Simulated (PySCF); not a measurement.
Radial density of Se(3+) (selenium, charge +3)

r2SCAN, [Ar] 3d10 4s2 4p1, 2P determinant. Computed with PySCF 2.14 in cc-pVTZ-DK (6s5p3d1f, 43 functions), with the spin-free X2C one-electron Hamiltonian (Gaussian nucleus).

| r (bohr) | 4πr²ρ (e/bohr) | 4πr²(ρα − ρβ) |
| --- | --- | --- |
| 0.000697 | 0.2963 | 0.0000 |
| 0.00117 | 0.7294 | 0.0000 |
| 0.00197 | 1.760 | 0.0000 |
| 0.00332 | 4.108 | 0.0000 |
| 0.00558 | 9.102 | -0.0001 |
| 0.00938 | 18.38 | -0.0001 |
| 0.0158 | 31.61 | 0.0005 |
| 0.0265 | 41.61 | 0.0039 |
| 0.0447 | 38.22 | 0.0169 |
| 0.0751 | 35.20 | 0.0440 |
| 0.126 | 48.95 | 0.0421 |
| 0.213 | 35.73 | -0.0108 |
| 0.357 | 28.42 | 0.0918 |
| 0.601 | 28.16 | 0.0325 |
| 1.01 | 7.412 | 0.2097 |
| 1.70 | 2.391 | 0.6781 |
| 2.86 | 0.3428 | 0.1744 |
| 4.81 | 0.002049 | 0.0015 |

Densities and radii are taken from the X2C orbitals without a picture-change correction, which distorts them close to the nucleus.

Problem. Where is the radial spin density 4πr²(ρα − ρβ) most negative, and why is it negative at all?

Solution. Around r = 0.213 bohr, down to -0.0108 e/bohr: exchange with the open shell polarises the paired shells in an unrestricted calculation.
